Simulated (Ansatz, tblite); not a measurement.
Removing an electron: BH₂I. The state is a singlet with charge 0. Geometry: PBE-D4/def2-TZVP. Ansatz, gas phase; energy differences of separate SCF runs; the oxidised species was run as a doublet alone.

Cartesian coordinates in Å:
```
B 0.018 0.120 -0.220
H -0.515 -0.381 -1.165
H 0.628 1.146 -0.243
I -0.132 -0.885 1.628
```

In the def2 sets I takes a core potential; there is no spin–orbit coupling. The xTB rows come from tblite. Correlated methods freeze 5 core orbitals; core or outer-core shells of I are correlated, in sets that lack core-valence functions.

```json
{"level": "GFN1-xTB", "−HOMO (eV)": "11.07", "vertical IE (eV)": "15.23", "−LUMO (eV)": "7.56", "HOMO–LUMO gap (eV)": "3.50"}
{"level": "GFN2-xTB", "−HOMO (eV)": "11.40", "vertical IE (eV)": "15.09", "−LUMO (eV)": "8.15", "HOMO–LUMO gap (eV)": "3.25"}
{"level": "HF/def2-TZVPP", "−HOMO (eV)": "–", "vertical IE (eV)": "9.02", "−LUMO (eV)": "–", "HOMO–LUMO gap (eV)": "–"}
{"level": "PBE-D4/def2-TZVP", "−HOMO (eV)": "6.45", "vertical IE (eV)": "9.80", "−LUMO (eV)": "3.15", "HOMO–LUMO gap (eV)": "3.30"}
{"level": "r2SCAN-D4/def2-TZVP", "−HOMO (eV)": "6.70", "vertical IE (eV)": "9.86", "−LUMO (eV)": "2.83", "HOMO–LUMO gap (eV)": "3.87"}
{"level": "PBE0-D4/def2-TZVP", "−HOMO (eV)": "7.57", "vertical IE (eV)": "9.92", "−LUMO (eV)": "2.22", "HOMO–LUMO gap (eV)": "5.35"}
{"level": "MP2/def2-TZVPP", "−HOMO (eV)": "–", "vertical IE (eV)": "10.06", "−LUMO (eV)": "–", "HOMO–LUMO gap (eV)": "–"}
{"level": "CCSD/def2-TZVPP", "−HOMO (eV)": "–", "vertical IE (eV)": "9.87", "−LUMO (eV)": "–", "HOMO–LUMO gap (eV)": "–"}
{"level": "CCSD(T)/def2-TZVPP", "−HOMO (eV)": "–", "vertical IE (eV)": "9.94", "−LUMO (eV)": "–", "HOMO–LUMO gap (eV)": "–"}
```

  Raw xTB energy differences between charge states are shifted by several eV; the methods need an empirical correction for them.
